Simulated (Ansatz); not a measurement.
Species: C3H6Si, SMILES `C#CC[SiH3]` (charge 0, multiplicity 1).

**Question.** Give a relaxed geometry from PBE-D3(BJ)/def2-TZVP in Ansatz (a first-principles code).

**Answer.** the end point of this relaxation (outside a Z-matrix the atoms follow the SMILES, hydrogens last).
Cartesian coordinates (Å) in one orientation:
```xyz
10

C      2.309     0.447     0.404
C      1.306    -0.132     0.045
C      0.069    -0.767    -0.361
Si    -1.428     0.341     0.045
H      3.205     0.943     0.715
H      0.068    -0.974    -1.444
H     -0.064    -1.735     0.150
H     -1.482     0.590     1.515
H     -2.682    -0.350    -0.389
H     -1.300     1.639    -0.681
```
